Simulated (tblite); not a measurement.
Compound: C₇H₃N₃ (charge -1 and doublet state).
Atom-mapped SMILES: `[N:1]#[C:2][c:3]1[cH:4][c:5]([C:6]=[N-:7])[cH:8][cH:9][n:10]1` (hydrogens: H11 on C4; H12 on C8; H13 on C9)
Bond orders are those of one Lewis drawing.

Computed with GFN2-xTB (tblite), gas phase: L-BFGS steps from a force-field or distance-geometry start until the largest atomic force falls under 0.01 eV/Å.

At the end of the run (lengths in Å): C6=N7 1.164, C5–C6 1.383, C5–C8 1.444, C2–C3 1.398, C3–N10 1.381, C9–H13 1.089, N1≡C2 1.159, C5–C6–N7 179.6°, C8–C9–N10 126.4°, C3–N10–C9 115.2°, C5–C8–C9 118.4°, H11–C4–C5–C6 0°, H12–C8–C9–N10 180°.

Question: These geometries were met on the way; a selection of coordinates is given. Order them by energy above the end point, lowest first.
A. C6=N7 1.305, C5–C6 1.476, C5–C8 1.385, C2–C3 1.430, C3–N10 1.351, C9–H13 1.089, N1≡C2 1.178, C5–C6–N7 122.0°, C8–C9–N10 117.4°, C3–N10–C9 120.6°, C5–C8–C9 123.6°, H11–C4–C5–C6 -2°, H12–C8–C9–N10 180°
B. C6=N7 1.199, C5–C6 1.390, C5–C8 1.455, C2–C3 1.390, C3–N10 1.393, C9–H13 1.117, N1≡C2 1.184, C5–C6–N7 133.6°, C8–C9–N10 123.7°, C3–N10–C9 117.8°, C5–C8–C9 120.4°, H11–C4–C5–C6 -7°, H12–C8–C9–N10 -179°
C. C6=N7 1.163, C5–C6 1.384, C5–C8 1.444, C2–C3 1.397, C3–N10 1.376, C9–H13 1.088, N1≡C2 1.162, C5–C6–N7 174.3°, C8–C9–N10 125.4°, C3–N10–C9 116.8°, C5–C8–C9 118.1°, H11–C4–C5–C6 -16°, H12–C8–C9–N10 -174°
D. C6=N7 1.159, C5–C6 1.391, C5–C8 1.399, C2–C3 1.392, C3–N10 1.391, C9–H13 1.082, N1≡C2 1.174, C5–C6–N7 156.5°, C8–C9–N10 125.8°, C3–N10–C9 113.5°, C5–C8–C9 118.3°, H11–C4–C5–C6 -17°, H12–C8–C9–N10 -178°
E. C6=N7 1.160, C5–C6 1.377, C5–C8 1.448, C2–C3 1.390, C3–N10 1.385, C9–H13 1.083, N1≡C2 1.156, C5–C6–N7 165.8°, C8–C9–N10 127.8°, C3–N10–C9 114.5°, C5–C8–C9 116.7°, H11–C4–C5–C6 -20°, H12–C8–C9–N10 -177°

Answer: C (0.128 eV), E (0.230 eV), D (0.389 eV), B (0.920 eV), A (1.981 eV).

```json
{"step": "9", "E above end (eV)": "0.128", "rms distance from the end, all atoms (Å)": "0.180", "largest force (eV/Å)": "0.439", "rms shift of all bonds from the end (Å)": "0.002"}
{"step": "6", "E above end (eV)": "0.230", "rms distance from the end, all atoms (Å)": "0.199", "largest force (eV/Å)": "0.655", "rms shift of all bonds from the end (Å)": "0.005"}
{"step": "4", "E above end (eV)": "0.389", "rms distance from the end, all atoms (Å)": "0.209", "largest force (eV/Å)": "2.183", "rms shift of all bonds from the end (Å)": "0.018"}
{"step": "2", "E above end (eV)": "0.920", "rms distance from the end, all atoms (Å)": "0.237", "largest force (eV/Å)": "3.703", "rms shift of all bonds from the end (Å)": "0.018"}
{"step": "0", "E above end (eV)": "1.981", "rms distance from the end, all atoms (Å)": "0.262", "largest force (eV/Å)": "8.033", "rms shift of all bonds from the end (Å)": "0.052"}
```

Rows stand in the order of the answer.
